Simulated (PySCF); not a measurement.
A structure optimised at PBE-D3(BJ)/def2-SVP, used in a PySCF frequency run:

```
C
C 1 1.3442
F 2 1.3332 1 125.02
F 2 1.3332 3 109.96 1 180.00
C 1 1.5039 2 120.78 3 180.00
H 5 1.1056 1 112.34 2 0.00
H 5 1.1118 6 108.12 1 -122.51
H 5 1.1118 6 108.12 7 -114.97
C 1 1.5039 2 120.78 3 0.00
H 9 1.1056 1 112.34 2 0.00
H 9 1.1118 10 108.12 1 122.51
H 9 1.1118 10 108.12 11 114.97
```
Charge 0, spin multiplicity 1.

Problem. Write its SMILES, formula and point group.

Solution. CC(C)=C(F)F, C₄H₆F₂, C2v

Problem. What are its rotational constants (standard atomic weights)?

Solution. 4.7876, 3.1494, 1.9466 GHz
